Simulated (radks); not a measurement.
Species: Eu+. Configuration: [Kr] 4d10 4f7 5s1 5p6 6s1 5d1 (not the ground configuration). Calculated with a radial shooting solver on a logarithmic mesh with Libxc functionals: scalar-relativistic Kohn-Sham, r2SCAN, spin-polarised, spherical densities, finite nucleus; open shells are filled with parallel spins first (spin-orbit coupling, left out, can overturn this in heavy ions); meta-GGA in the generalised Kohn-Sham scheme; Fermi nuclear charge, rms radius 5.1115 fm.

Normalised radial functions P(r) = r R(r), r in bohr:

```
   r/bohr * 5s up, o 5d up (the largest magnitude, 1.01, reaches the edge; | marks zero, & curves that meet)
 0.001462                             o *
 0.001701                             o *
 0.001981                             o *
 0.002306                             o *
 0.002684                             o *
 0.003125                             o  *
 0.003638                             o  *
 0.004235                             o  *
 0.004931                             o  *
  0.00574                             o   *
 0.006682                             o   *
 0.007779                             o   *
 0.009056                             o   *
  0.01054                             o   *
  0.01227                             o   *
  0.01429                             o   *
  0.01663                             o  *
  0.01937                             o  *
  0.02254                             o *
  0.02625                             &
  0.03055                            *|o
  0.03557                          *  |o
  0.04141                         *   |o
  0.04821                       *     |o
  0.05612                      *      | o
  0.06533                      *      | o
  0.07606                       *     |  o
  0.08854                         *   |   o
   0.1039                            *|   o
    0.121                             |  * o
   0.1408                             |    o*
   0.1639                             |    o   *
   0.1908                             |   o     *
   0.2222                             |  o    *
   0.2587                             o  *
   0.3011                          *o |
   0.3505                    *   o    |
   0.4081               *      o      |
   0.4751               *     o       |
   0.5531                   * o       |
   0.6439                       o  *  |
   0.7496                           o |      *
   0.8726                             | o              *
    1.016                             |      o                *
    1.183                             |          o               *
    1.377                             |              o          *
    1.603                             |                o    *
    1.866                             |               * o
    2.172                             |          *      o
    2.529                             |     *         o
    2.944                             |  *          o
    3.427                             |*         o
     3.99                             |*       o
    4.645                             *     o
    5.407                             *   o
    6.295                             * o
    7.328                             *o
    8.531                             &
    9.932                             &
    11.56                             &
```

5s up: eigenvalue -57.135 eV, 4 radial nodes at r = 0.0272, 0.108, 0.282, 0.670 bohr, <r> = 1.36 bohr, 90 % of the charge inside 1.96 bohr. 5d up: eigenvalue -9.204 eV, 2 radial nodes at r = 0.264, 0.812 bohr, <r> = 2.52 bohr, 90 % of the charge inside 3.96 bohr.
